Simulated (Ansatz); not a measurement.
Basis sets compared for BH2(NCO) (CH₂BNO). Total charge 0; singlet. Geometry PBE-D4/def2-TZVP. Ansatz on 4 threads of Arm Neoverse V2 on a shared host; times are rough, and most runs start from earlier orbitals.

Cartesian coordinates in Å:
```
B 0.6515 0.8271 -0.2929
H 0.5739 1.6875 0.5432
H 1.3530 0.9364 -1.2600
N -0.1043 -0.3527 -0.1398
C -0.8721 -1.1387 0.3646
O -1.6021 -1.9595 0.7848
```

Binding counts from free atoms (B doublet, H doublet, N quartet, C triplet, O triplet) in the same basis, without a counterpoise term.

| level | functions | energy (Eh) | HOMO (eV) | LUMO (eV) | binding per atom (eV) | wall time |
| --- | --- | --- | --- | --- | --- | --- |
| HF/STO-3G | 22 | -190.5038 | -8.84 | 5.59 | 3.18 | 0.1 s |
| PBE-D4/def2-SVP | 66 | -193.7868 | -6.93 | -2.84 | 4.88 | 0.35 s |
| PBE0-D4/def2-SVP | 66 | -193.7868 | -8.32 | -1.90 | 4.68 | 0.35 s |

Question: Estimate the rows for HF/def2-TZVP, PBE-D4/def2-TZVP, PBE0-D4/def2-TZVP (with forces).

Answer: 
```
                          level  functions  energy (Eh)  HOMO (eV)  LUMO (eV)  binding per atom (eV)  wall time
                   HF/def2-TZVP        136    -193.1340     -11.70       1.58                   3.13     0.35 s
               PBE-D4/def2-TZVP        136    -194.0071      -7.06      -2.96                   4.81      0.6 s
PBE0-D4/def2-TZVP (with forces)        136    -194.0061      -8.41      -1.99                   4.62      0.9 s
```
